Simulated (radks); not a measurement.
Task: Species: neutral gold. Configuration: [Xe] 4f14 5d10 6s1. Method: non-relativistic Kohn-Sham, BP86, spin-polarised, spherical densities, point nucleus; open shells are filled with parallel spins first (spin-orbit coupling, left out, can overturn this in heavy ions); relativity is left out, which matters for an element this heavy; computed with a radial shooting solver on a logarithmic mesh with Libxc functionals. Some entries of the table are withheld. Estimate them.

| orbital | occ. | eigenvalue (eV) | <1/r> (bohr^-1) | <r> (bohr) |
|---|---|---|---|---|
| 1s up | 1 | -73081.21 | 78.45 | 0.01916 |
| 1s down | 1 | -73081.20 | 78.45 | 0.01916 |
| 2s down | 1 | -12195.39 | 18.46 | 0.08072 |
| 2s up | 1 | -12195.39 | 18.46 | 0.08072 |
| 2p up | 3 | -11724.92 | 18.50 | 0.06821 |
| 2p down | 3 | -11724.92 | 18.50 | 0.06821 |
| 3s up | 1 | -2854.264 | 7.153 | 0.2037 |
| 3s down | 1 | -2854.261 | 7.153 | 0.2037 |
| 3p up | 3 | -2632.385 | 7.108 | 0.1941 |
| 3p down | 3 | -2632.382 | 7.108 | 0.1941 |
| 3d up | 5 | -2218.206 | 7.040 | 0.1695 |
| 3d down | 5 | -2218.205 | 7.040 | 0.1695 |
| 4s up | 1 | -601.9791 | 3.126 | 0.4487 |
| 4s down | 1 | -601.9725 | 3.126 | 0.4487 |
| 4p up | 3 | -506.2604 | 3.039 | 0.4528 |
| 4p down | 3 | -506.2536 | 3.039 | 0.4528 |
| 4d up | 5 | -330.2629 | 2.856 | 0.4609 |
| 4d down | 5 | -330.2563 | 2.856 | 0.4609 |
| 4f up | 7 | -94.5702 | 2.509 | 0.4867 |
| 4f down | 7 | -94.5633 | 2.509 | 0.4867 |
| 5s down | 1 | -84.6229 | (1) | 1.027 |
| 5s up | 1 | -84.6189 | (2) | 1.027 |
| 5p up | 3 | -54.3596 | 1.177 | 1.120 |
| 5p down | 3 | -54.3514 | 1.177 | 1.119 |
| 5d up | 5 | -8.2437 | 0.8383 | 1.590 |
| 5d down | 5 | -8.0596 | 0.8469 | 1.569 |
| 6s up | 1 | (3) | 0.3788 | 3.309 |
| 6s down | 0 | (4) | 0.3763 | 3.360 |

Result: 
(1) 5s down <1/r> (bohr^-1): 1.292
(2) 5s up <1/r> (bohr^-1): 1.292
(3) 6s up eigenvalue (eV): -4.5992
(4) 6s down eigenvalue (eV): -3.8744
